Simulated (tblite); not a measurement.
A geometry optimisation, step by step.

Species: C₆H₁₀BrFSi.
Numbering: `[CH2:1]=[C:2]([CH3:3])[Si@:4]([F:5])([Br:6])[CH:7]1[CH2:8][CH2:9]1` (hydrogens: H10, H11 on C1; H12, H13, H14 on C3; H15 on C7; H16, H17 on C8; H18, H19 on C9)

Computed with GFN2-xTB (tblite), gas phase: L-BFGS steps from a force-field or distance-geometry start until the largest atomic force falls under 0.01 eV/Å. 4 of its 158 geometries are shown.

Step 0: E = -775.8977 eV, largest atomic force 1.448 eV/Å
```
atom  x, y, z in Å  |  force x, y, z in eV/Å
C1     -2.296   -0.110    0.568   -0.726  -0.087   0.420
C2     -1.534    0.242   -0.454   -0.694  -0.017   0.378
C3     -2.177    0.821   -1.651   -0.785   0.551  -0.418
Si4     0.285    0.051   -0.472    1.309   0.513  -0.345
F5      1.026    1.293   -1.317   -0.592  -1.036   0.439
Br6     0.751   -1.915   -1.487   -0.244   0.516  -0.307
C7      1.059   -0.027    1.221    0.433   0.314   0.901
C8      2.071   -1.148    1.379   -0.552  -0.888   0.191
C9      2.553    0.258    1.345   -0.070   0.106   0.079
H10    -1.952   -0.541    1.500    0.068   0.118  -0.254
H11    -3.378    0.045    0.484    0.474  -0.193   0.201
H12    -3.246    0.478   -1.700    1.012   0.377  -0.274
H13    -1.604    0.541   -2.541   -0.466   0.189   0.020
H14    -2.172    1.930   -1.542   -0.003  -0.678  -0.311
H15     0.484    0.301    2.121    0.288  -0.628  -0.943
H16     1.972   -1.699    2.343    0.581   0.510  -0.866
H17     2.230   -1.816    0.495    0.052   0.687   1.257
H18     2.986    0.664    0.416    0.217  -0.402   0.880
H19     2.932    0.639    2.316   -0.303   0.048  -1.048
```

Step 52: E = -776.4501 eV, largest atomic force 0.041 eV/Å
```
atom  x, y, z in Å  |  force x, y, z in eV/Å
C1     -2.367   -0.160    0.581    0.002  -0.007  -0.022
C2     -1.621    0.230   -0.444    0.007   0.002  -0.010
C3     -2.201    0.861   -1.673    0.008  -0.004   0.006
Si4     0.247    0.037   -0.452   -0.001   0.024   0.018
F5      0.845    1.323   -1.228    0.020   0.008  -0.007
Br6     0.865   -1.636   -1.770   -0.017  -0.006  -0.032
C7      1.083   -0.100    1.217    0.005   0.000   0.006
C8      2.094   -1.176    1.507   -0.003   0.000   0.015
C9      2.551    0.228    1.317    0.017  -0.005   0.007
H10    -1.938   -0.612    1.460   -0.026   0.001  -0.006
H11    -3.440   -0.045    0.581    0.000  -0.004  -0.008
H12    -3.288    0.831   -1.666    0.014  -0.011   0.029
H13    -1.837    0.352   -2.566   -0.041   0.002   0.001
H14    -1.878    1.900   -1.738   -0.002  -0.013  -0.010
H15     0.476    0.202    2.061    0.010   0.021   0.004
H16     2.116   -1.582    2.507   -0.017  -0.035   0.003
H17     2.315   -1.905    0.742    0.012   0.018   0.010
H18     3.080    0.479    0.409    0.005  -0.004  -0.005
H19     2.888    0.784    2.178    0.005   0.013   0.000
```

Step 105: E = -776.4658 eV, largest atomic force 0.032 eV/Å
```
atom  x, y, z in Å  |  force x, y, z in eV/Å
C1     -2.223   -0.243    0.581   -0.004  -0.011  -0.014
C2     -1.561    0.231   -0.467    0.006   0.011  -0.004
C3     -2.262    0.787   -1.667   -0.005   0.007  -0.023
Si4     0.318    0.234   -0.510    0.011   0.000   0.030
F5      0.810    1.617   -1.188   -0.011   0.005   0.000
Br6     1.091   -1.288   -1.924    0.001   0.007   0.007
C7      1.108    0.053    1.176    0.027  -0.008   0.012
C8      1.881   -1.181    1.562   -0.025   0.020  -0.004
C9      2.606    0.099    1.330   -0.015  -0.009   0.004
H10    -1.717   -0.657    1.437   -0.018  -0.008   0.012
H11    -3.300   -0.244    0.619   -0.016   0.003   0.000
H12    -3.333    0.865   -1.493   -0.001  -0.003  -0.008
H13    -2.095    0.141   -2.529    0.007  -0.003  -0.004
H14    -1.868    1.772   -1.915   -0.010  -0.006   0.012
H15     0.545    0.514    1.980    0.031  -0.002  -0.008
H16     1.778   -1.540    2.575    0.005  -0.007   0.003
H17     1.992   -1.972    0.833    0.001   0.005   0.009
H18     3.214    0.190    0.442    0.001  -0.002  -0.018
H19     3.005    0.631    2.181    0.017  -0.001  -0.005
```

Step 157: E = -776.4890 eV, largest atomic force 0.009 eV/Å
```
atom  x, y, z in Å  |  force x, y, z in eV/Å
C1     -2.131   -0.333    0.584   -0.004   0.007   0.003
C2     -1.512    0.223   -0.450   -0.002  -0.009  -0.002
C3     -2.249    0.640   -1.686   -0.005  -0.004  -0.005
Si4     0.346    0.514   -0.457   -0.005   0.001   0.003
F5      0.612    2.021   -0.981    0.001   0.002  -0.005
Br6     1.292   -0.745   -2.018   -0.002   0.002  -0.005
C7      1.226    0.275    1.175   -0.005  -0.003   0.003
C8      1.586   -1.107    1.651   -0.001  -0.001   0.004
C9      2.663   -0.170    1.227    0.004  -0.005   0.000
H10    -1.603   -0.645    1.469    0.000   0.001  -0.003
H11    -3.197   -0.498    0.583    0.006  -0.003   0.002
H12    -3.318    0.471   -1.580   -0.004   0.001  -0.001
H13    -1.889    0.074   -2.546   -0.002   0.006  -0.003
H14    -2.074    1.695   -1.891    0.006  -0.002   0.003
H15     0.928    0.972    1.950    0.004  -0.001   0.001
H16     1.473   -1.328    2.701    0.000   0.004   0.002
H17     1.362   -1.947    1.008    0.000   0.001  -0.002
H18     3.179   -0.372    0.299    0.003   0.003   0.002
H19     3.296    0.268    1.984    0.003  -0.001   0.004
```

**Question.** Summarise the path.

**Answer.** The energy falls by 0.5912 eV from step 0 to step 157; nine tenths of that is first reached at step 27. It never rises by more than 0.2 meV. The largest force goes from 1.448 to 0.009 eV/Å. Among the bonds Si4–F5 changes most, from 1.675 to 1.617 Å; the atoms move by 0.666 Å rms after alignment.

The cost below is that of the whole relaxation. Time: 2.7 s of wall time. Hardware: one thread, Arm Neoverse N1 (aarch64), no GPU, shared host.
